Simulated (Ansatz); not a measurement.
Task: Name a neutral molecule of Al, B, C, F and H with HOMO energy (PBE0/def2-TZVPP) between -7.55 and -7.25 eV and HOMO energy (B3LYP/def2-TZVPP) between -7.15 and -6.85 eV (Ansatz, PBE0-D4/def2-TZVP geometry).

Result: `[F][Al]1[BH][CH2]1` (-7.37 eV, -7.14 eV); `C[BH][AlH][F]` (-7.29 eV, -7.12 eV); `CB[CH](F)[AlH2]` (-7.35 eV, -7.14 eV). Other molecules can fit too; these were computed, each in one conformer that needn't be the lowest.

B3LYP here is the variant with VWN-RPA as its local correlation; programs differ in this.
